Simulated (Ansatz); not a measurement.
Caution, from a PySCF single point (B3LYP-D3(BJ)/def2-TZVPD) at this geometry: the highest occupied level lies above zero, so the state may not be bound. This triplet lies 0.36 eV above the relaxed singlet at the level frozen-core CCSD(T)/aug-cc-pVDZ // B3LYP-D3(BJ)/def2-TZVPD (Ansatz, an electronic-structure program); other levels give the other order.

A geometry relaxed with B3LYP-D3(BJ)/def2-TZVPD (Ansatz), charge -1, multiplicity 3:

```xyz
6

H     -1.1378    -0.4269     1.2698
Si    -0.4858     0.0021    -0.0440
F      2.5294     0.0576     0.3222
H     -1.3064    -0.7041    -1.0799
B      1.4053    -0.3669    -0.3611
H     -1.0047     1.4381    -0.1070
```

**Question.** Write the SMILES of this molecule.

**Answer.** `F[B-][SiH3]`
